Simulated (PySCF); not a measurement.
## Structure revision by computed shifts

A compound C5H7F3OSi gives the data below (simulated from a calculation) and was assigned the structure `O=CC/C([SiH3])=C/C(F)(F)F`.

¹³C{¹H} NMR (computed): δ 210.2 (C), 163.2 (C), 133.7 (CH), 131.0 (C), 32.9 (CH3).

¹H NMR (600 MHz, computed): δ 6.21 (m, 1H), 4.28 (s, 3H), 2.47 (s, 3H).

[PySCF 2.14.0 with density-fitted response routines: shieldings: GIAO PBE0/pcSseg-1; geometry: GFN2-xTB; one conformer; averaged over atoms made equivalent by symmetry, fast rotation or ring inversion; non-relativistic Hamiltonian; in vacuum]

Referencing at the same level of theory: ¹H (σref 31.72) and ¹³C (σref 186.93) vs TMS.

Q: Compare with the shifts computed for the proposed structure, pairing carbons in order of shift.

A: Structure with atom numbers: `[O:1]=[CH:2][CH2:3]/[C:4]([SiH3:5])=[CH:6]/[C:7]([F:8])([F:9])[F:10]`. Each H is labelled by its parent atom.

```json
{"atom": "C2", "computed for proposal": "206.8", "given list": "210.2", "difference": "-3.4"}
{"atom": "C4", "computed for proposal": "157.5", "given list": "163.2", "difference": "-5.7"}
{"atom": "C6", "computed for proposal": "139.7", "given list": "133.7", "difference": "+6.0"}
{"atom": "C7", "computed for proposal": "132.0", "given list": "131.0", "difference": "+1.0"}
{"atom": "C3", "computed for proposal": "58.5", "given list": "32.9", "difference": "+25.6"}
```

The rms difference is 12.2 ppm and the largest +25.6 ppm at C3 (sp3 CH2 α to a carbonyl). The carbon types in order of shift don't match either: CH, C, CH, C, CH2 for the proposal against C, C, CH, C, CH3 in the data. The proposal doesn't fit.

Q: Which isomer fits?

A: `CC(=O)/C([SiH3])=C\C(F)(F)F`.

1. Carbon types of the structure: 3 × C, 1 × CH, 1 × CH3, leaving 3 H on heteroatoms.
2. δC 210.2: ketone carbonyl carbon; the double bond to the heteroatom, with no lone-pair donor beside it, deshields it most.
3. δC 163.2: α carbon of a C=C–C=O unit; as expected for a trigonal carbon in a double bond.
4. δC 133.7: β carbon of a C=C–C=O unit; conjugation with the carbonyl draws π density from the β position.
5. δC 131.0: CF3 carbon; 3 electronegative neighbours deshield it.

Other isomers checked: C[SiH2]/C(C=O)=C/C(F)(F)F (rms 17.6 ppm); O=C/C([SiH3])=C\C(F)(F)CF (rms 29.5 ppm).

The shifts were computed for this structure.

Splittings by ¹⁹F in the carbon and heteronuclear signals aren't shown, as no couplings were computed. Shifts are as computed. Against solution values, carbons near 30 ppm lie about +3 ppm off and those near 130 ppm about +5 ppm. Of 1211 compounds with measured shifts, 218 miss one by over three times the rms of a fit or turn the order of signals round; such compounds aren't used in these exercises. No couplings were computed; multiplicities are counted from neighbouring protons, with m where these are inequivalent, close in shift, in a saturated or five-membered ring or joined by F or P, and br s for small geminal =CH2 splittings.
